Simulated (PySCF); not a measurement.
H3NSeZn, SMILES [NH2][Zn][SeH]. Heavy atoms are numbered as in [Zn:1]([NH2:2])[SeH:5]. Hydrogens are named by the atom that carries them.

Geometry optimised at B3LYP-D3(BJ)/def2-SVP. The structure was generated by enumeration; whether it is a known compound was not checked. The values are those of a single conformer.

The numbers are results of PBE/pcSseg-1 (PySCF), not measurements.

GIAO shieldings, no solvent; atoms alike by connectivity are averaged. δ = σ(ref) − σ: ¹⁵N against NH3 (σ = 267.0 ppm); ¹H against TMS (σ = 31.49 ppm); ⁷⁷Se against Me2Se (σ = 1634.8 ppm), references at their B3LYP-D3(BJ)/def2-TZVP geometries, non-relativistic.

```json
[
 {"nucleus": "¹⁵N", "atoms": "N2 (NH2)", "count": "1", "δ (ppm)": "10.9"},
 {"nucleus": "¹H", "atoms": "H on N2", "count": "2", "δ (ppm)": "0.46"},
 {"nucleus": "¹H", "atoms": "H on Se5", "count": "1", "δ (ppm)": "-0.24"},
 {"nucleus": "⁷⁷Se", "atoms": "Se5 (SeH)", "count": "1", "δ (ppm)": "-636.6"}
]
```
